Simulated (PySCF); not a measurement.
Species: C7H9F.
Numbering: `[CH3:1][C:2]1=[CH:3][CH2:4][C@H:5]([F:6])[CH:7]=[CH:8]1`

Probes without a nucleus sit at each ring's centroid and 1 Å off its mean plane on both sides; NICS is minus the shielding there, NICSzz its component along the normal. Level: GIAO PBE0/pcSseg-1 (PySCF, non-relativistic, gas phase) on the GFN2-xTB geometry, one conformer.

Ring bond lengths (Å), with Mayer bond orders in brackets: C2–C3 1.334 (1.80), C3–C4 1.500 (1.05), C4–C5 1.526 (1.05), C5–C7 1.500 (1.02), C7–C8 1.329 (1.84), C8–C2 1.459 (1.06).

Q: Give the NICS values of each ring in ppm.

A: 
| ring | type | NICS(0) | NICS(1), two faces | NICS(1)zz, two faces | rms pucker (Å) | centre to ring atoms, mean (Å) |
| --- | --- | --- | --- | --- | --- | --- |
| C2–C3–C4–C5–C7–C8 | 6-membered carbocycle; formal bonds 2 double, 4 single | 1.6 | -0.9 / -1.8 | 4.8 / 3.6 | 0.15 | 1.42 |

Q: What can be read from them?

A: 
- C2–C3–C4–C5–C7–C8: mean NICS(1)zz 4.2 ppm, deshielded. C4, C5 have four or more neighbours, and the NICS criterion for π rings isn't applied.

Q: What is the mean of the two in-plane components of NICS at the second NICS(1) probe listed for ring C2–C3–C4–C5–C7–C8, 1 Å off the ring?

A: The isotropic value is a third of the trace: (3 × -1.8 − (3.6))/2 = -4.5 ppm.

Q: Give the inner angles of the rings and the Hirshfeld charges of the ring atoms.

A: 
- C2–C3–C4–C5–C7–C8: C2 119.0° (-0.002 e), C3 122.1° (-0.050 e), C4 111.6° (-0.079 e), C5 111.7° (+0.065 e), C7 120.6° (-0.053 e), C8 121.4° (-0.051 e); sum 706.4° against 720° for a flat convex ring.

Q: How shielded are the nuclei of the rings and their hydrogens (means over atoms taken as equivalent)?

A: 
| atoms | environment | σ isotropic (ppm) | principal values of the symmetric part, first atom (ppm) |
| --- | --- | --- | --- |
| C2 | fully substituted alkene carbon | 48.1 | -69.5, 47.0, 166.7 |
| C3 | alkene CH carbon | 59.8 | -42.8, 74.5, 147.5 |
| C4 | allylic carbon | 152.8 | 129.7, 158.4, 170.4 |
| C5 | sp3 C–F carbon | 92.7 | 57.5, 77.2, 143.2 |
| C7 | alkene CH carbon | 50.2 | -49.2, 57.3, 142.5 |
| C8 | alkene CH carbon | 52.4 | -53.4, 61.0, 149.7 |
| H on C3 | vinylic hydrogen | 25.94 | 23.3, 25.7, 28.9 |
| H on C4 | methylene hydrogen | 29.02 | 25.5, 28.1, 33.4 |
| H on C4 | methylene hydrogen | 29.15 | 25.5, 28.2, 33.8 |
| H on C5 | methine hydrogen | 25.86 | 23.3, 26.7, 27.7 |
| H on C7 | vinylic hydrogen | 25.50 | 23.8, 25.3, 27.5 |
| H on C8 | vinylic hydrogen | 25.77 | 23.9, 24.7, 28.6 |

The run took 22 s wall (grids of density and orbitals included) on one thread, Intel Xeon 6975P-C (x86_64), shared host with 192 logical CPUs at a one-minute load of 33, and the process peaked at 0.83 GiB of memory. This is the whole shielding run at PBE0/pcSseg-1, SCF included.
